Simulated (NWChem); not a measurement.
System: C3H6OSi; SMILES [SiH3]OC=C=C

```xyz
11

C      0.2167     3.0782    -0.1224
C     -0.1140     1.8188    -0.0013
C     -0.4912     0.5668     0.1310
O      0.3752    -0.4717     0.2633
Si     0.0261    -2.0710    -0.0992
H      0.3735     3.7174     0.7552
H      0.3567     3.5439    -1.1055
H     -1.5640     0.3247     0.1677
H      1.1248    -2.8732     0.4964
H     -1.2923    -2.4438     0.5001
H     -0.0353    -2.2856    -1.5757
```
Atoms are numbered in this order, from 1.

Computed with NWChem. Geometry: optimised at PBE0/def2-SVP. Ions are spin-unrestricted doublets at the neutral geometry; other ion states weren't tried.

```json
[
 {"level": "B3LYP/def2-SVP", "vertical ionisation energy, ΔSCF (eV)": "8.71", "−ε(HOMO) (eV)": "6.41", "ΔSCF minus −ε(HOMO) (eV)": "2.30", "relative time": "1"},
 {"level": "PBE/def2-SVP", "vertical ionisation energy, ΔSCF (eV)": "8.55", "−ε(HOMO) (eV)": "5.43", "ΔSCF minus −ε(HOMO) (eV)": "3.12", "relative time": "2"},
 {"level": "LDA (Slater exchange, VWN5)/def2-SVP", "vertical ionisation energy, ΔSCF (eV)": "8.72", "−ε(HOMO) (eV)": "5.56", "ΔSCF minus −ε(HOMO) (eV)": "3.16", "relative time": "1"},
 {"level": "LRC-wPBEh/def2-SVP", "vertical ionisation energy, ΔSCF (eV)": "8.81", "−ε(HOMO) (eV)": "8.50", "ΔSCF minus −ε(HOMO) (eV)": "0.31", "relative time": "5"},
 {"level": "Hartree-Fock/def2-SVP", "vertical ionisation energy, ΔSCF (eV)": "7.87", "−ε(HOMO) (eV)": "9.42", "ΔSCF minus −ε(HOMO) (eV)": "-1.55", "relative time": "1"}
]
```

The last column is a rough cost ratio, cheapest run = 1.
